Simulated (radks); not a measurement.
Effect of the nuclear size on the manganese ion Mn+, [Ar] 3d5 4s1. Calculated with a radial shooting solver on a logarithmic mesh with Libxc functionals: Dirac Kohn-Sham, BLYP, spin-unpolarised, spherical densities, finite nucleus; open shells are shared between the two j in proportion to 2j + 1; Fermi nuclear charge, rms radius 3.7057 fm. The rms radius is varied about that value; shifts are against it.

| rms radius (fm) | total energy shift (eV) | density at nucleus (e/bohr^3) | 1s1/2 shift (meV) | 2s1/2 shift (meV) | 2p1/2 shift (meV) | 3s1/2 shift (meV) |
|---|---|---|---|---|---|---|
| 3.2536 | -0.0210 | 1.324e+04 | -8.89 | -0.789 | 0.086 | -0.112 |
| 3.3685 | -0.0159 | 1.322e+04 | -6.73 | -0.598 | 0.065 | -0.085 |
| 3.7057 | 0 | 1.317e+04 | 0.000 | 0.000 | 0.000 | 0.000 |
| 3.9873 | 0.0144 | 1.314e+04 | 6.10 | 0.541 | -0.059 | 0.077 |
| 4.495 | 0.0429 | 1.307e+04 | 18.2 | 1.61 | -0.175 | 0.228 |

Slopes of the eigenvalues against <r^2> in GHz/fm^2, as finite differences over the two radii next to the reference (eigenvalue slopes, not the field-shift constants of lines): 1s1/2 681, 2s1/2 60.5, 2p1/2 -6.58, 3s1/2 8.56.
